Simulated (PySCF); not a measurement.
# `InChI=1S/C6H9NO/c1-2-7-5-3-4-6(5)8/h2-4H2,1H3/b7-5-`

Molfile (atoms numbered from 1):
```
C6H9NO
     RDKit          3D

 17 17  0  0  0  0  0  0  0  0999 V2000
   -2.8094    0.0673    0.3861 C   0  0  0  0  0  0  0  0  0  0  0  0
   -1.6817   -0.0968   -0.6302 C   0  0  0  0  0  0  0  0  0  0  0  0
   -0.5891   -0.7816   -0.0050 N   0  0  0  0  0  0  0  0  0  0  0  0
    0.5787   -0.3236   -0.0186 C   0  0  0  0  0  0  0  0  0  0  0  0
    1.8550   -0.8615    0.5822 C   0  0  0  0  0  0  0  0  0  0  0  0
    2.6062    0.3781    0.0558 C   0  0  0  0  0  0  0  0  0  0  0  0
    1.3065    0.8820   -0.5531 C   0  0  0  0  0  0  0  0  0  0  0  0
    1.0106    1.8507   -1.1972 O   0  0  0  0  0  0  0  0  0  0  0  0
   -2.4997    0.7371    1.1848 H   0  0  0  0  0  0  0  0  0  0  0  0
   -3.6887    0.4819   -0.0990 H   0  0  0  0  0  0  0  0  0  0  0  0
   -3.0592   -0.8973    0.8193 H   0  0  0  0  0  0  0  0  0  0  0  0
   -2.0260   -0.7489   -1.4403 H   0  0  0  0  0  0  0  0  0  0  0  0
   -1.3965    0.8740   -1.0536 H   0  0  0  0  0  0  0  0  0  0  0  0
    2.1726   -1.8106    0.1553 H   0  0  0  0  0  0  0  0  0  0  0  0
    1.8204   -0.9609    1.6651 H   0  0  0  0  0  0  0  0  0  0  0  0
    3.3830    0.1821   -0.6808 H   0  0  0  0  0  0  0  0  0  0  0  0
    3.0102    1.0400    0.8196 H   0  0  0  0  0  0  0  0  0  0  0  0
  1  2  1  0
  2  3  1  0
  3  4  2  0
  4  5  1  0
  5  6  1  0
  6  7  1  0
  7  8  2  0
  7  4  1  0
  1  9  1  0
  1 10  1  0
  1 11  1  0
  2 12  1  0
  2 13  1  0
  5 14  1  0
  5 15  1  0
  6 16  1  0
  6 17  1  0
M  END
```

Method used: PySCF, GIAO HF/pcSseg-1 magnetisability, rotational g tensor and spin-rotation constants, non-relativistic, gas phase. Geometry: GFN2-xTB.

Problem. What are the magnetisability and the molar susceptibility?

Solution. Isotropic -1026 × 10⁻³⁰ J/T², or -61.8 × 10⁻⁶ cm³/mol; principal values -1222, -985, -872 × 10⁻³⁰ J/T², anisotropy 309 × 10⁻³⁰ J/T² (root of half the summed squared differences of the principal values). The susceptibility is in cgs units.

Problem. Split it along the inertial axes a, b, c into diamagnetic and paramagnetic parts about the centre of mass, with the quadrupole moment.

Solution. 
| axis | χ (10⁻⁶ cm³/mol) | diamagnetic (10⁻⁶ cm³/mol) | paramagnetic (10⁻⁶ cm³/mol) | summed x² of all electrons (Å²) | quadrupole Θ (D Å) |
| --- | --- | --- | --- | --- | --- |
| a | -58.3 | -407.1 | 348.8 | 220.3 | +8.42 |
| b | -54.1 | -1028.8 | 974.7 | 73.8 | -11.51 |
| c | -73.0 | -1247.6 | 1174.6 | 22.2 | +3.09 |

Anisotropies 2χaa − χbb − χcc = +10.5 and 2χbb − χaa − χcc = +23.1 × 10⁻⁶ cm³/mol. Θ is traceless in Buckingham's convention.

Problem. And the rotational g tensor?

Solution. 
```
axis  rotational constant (GHz)        g  nuclear part  electronic part
   a                     3.9330  -0.0618        0.5826          -0.6444
   b                     1.3458  -0.0164        0.5999          -0.6162
   c                     1.0732  -0.0079        0.5844          -0.5922
```
Asymmetric top; isotopes 12C, 1H, 14N, 16O; no vibrational averaging.
